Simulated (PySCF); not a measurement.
## Assigning NMR signals

Molfile (atoms numbered from 1):
```
C7H4FN
     RDKit          3D

 13 13  0  0  0  0  0  0  0  0999 V2000
    3.6171   -0.4145    0.0871 N   0  0  0  0  0  0  0  0  0  0  0  0
    2.4743   -0.2763    0.0589 C   0  0  0  0  0  0  0  0  0  0  0  0
    1.0574   -0.1076    0.0243 C   0  0  0  0  0  0  0  0  0  0  0  0
    0.5099    1.1739   -0.0232 C   0  0  0  0  0  0  0  0  0  0  0  0
   -0.8653    1.3271   -0.0561 C   0  0  0  0  0  0  0  0  0  0  0  0
   -1.6994    0.2195   -0.0426 C   0  0  0  0  0  0  0  0  0  0  0  0
   -1.1306   -1.0397    0.0041 C   0  0  0  0  0  0  0  0  0  0  0  0
   -1.9296   -2.1078    0.0165 F   0  0  0  0  0  0  0  0  0  0  0  0
    0.2341   -1.2323    0.0388 C   0  0  0  0  0  0  0  0  0  0  0  0
    1.1651    2.0349   -0.0335 H   0  0  0  0  0  0  0  0  0  0  0  0
   -1.2958    2.3203   -0.0922 H   0  0  0  0  0  0  0  0  0  0  0  0
   -2.7774    0.3175   -0.0674 H   0  0  0  0  0  0  0  0  0  0  0  0
    0.6457   -2.2322    0.0748 H   0  0  0  0  0  0  0  0  0  0  0  0
  1  2  3  0
  2  3  1  0
  3  4  2  0
  4  5  1  0
  5  6  2  0
  6  7  1  0
  7  8  1  0
  7  9  2  0
  9  3  1  0
  4 10  1  0
  5 11  1  0
  6 12  1  0
  9 13  1  0
M  END
```

Calculated, not measured (PySCF): NMR shieldings at B97-2/pcSseg-2/GIAO, structure optimised with PBE0-D3(BJ)/def2-TZVP. Relativity neglected, no solvent, single conformer.

Shifts are taken against calculated references (same method and geometry level): TMS for ¹³C (σ = 185.38 ppm) and ¹H (σ = 31.64 ppm).

Q: Assign these signals to the numbered atoms. ¹³C{¹H} NMR (computed): δ 172.7, 137.5, 135.1, 126.8, 125.8, 124.4, 122.1.

A: 
172.7 → C7, aromatic carbon bearing fluorine: the electronegative substituent deshields the carbon that carries it
137.5 → C5, aromatic CH: the aromatic region
135.1 → C4, aromatic CH
126.8 → C9, aromatic CH
125.8 → C6, aromatic CH
124.4 → C2, nitrile carbon: C≡N carbons fall here, among the sp2 signals but without a proton
122.1 → C3, substituted aromatic carbon

C9 and C6; C6 and C2 lie closer than the usual error of such a calculation, so a measured spectrum could show them in the other order.

Q: Assign these signals to the numbered atoms. ¹H NMR (600 MHz, computed): δ 7.66 (m, 1H), 7.65 (m, 1H), 7.57 (m, 1H), 7.46 (m, 1H).

A: 
| δ (ppm) | atoms | environment | reason |
| --- | --- | --- | --- |
| 7.66 | H11 | hydrogen on an aromatic CH | the ring current deshields protons in the ring plane |
| 7.65 | H10 | hydrogen on an aromatic CH | – |
| 7.57 | H13 | hydrogen on an aromatic CH | – |
| 7.46 | H12 | hydrogen on an aromatic CH | – |

H11 and H10; H10 and H13; H13 and H12 lie closer than the usual error of such a calculation, so a measured spectrum could show them in the other order.

Splittings by ¹⁹F in the carbon and heteronuclear signals aren't shown, as no couplings were computed. Shifts are as computed. Against solution values, carbons near 30 ppm lie about +3 ppm off and those near 130 ppm about +7 ppm. Of 1211 compounds with measured shifts, 218 miss one by over three times the rms of a fit or turn the order of signals round; such compounds aren't used in these exercises. Multiplicities follow the n + 1 count of equivalent neighbours, as no J values were calculated; m marks all less simple cases, F and P coupling included.
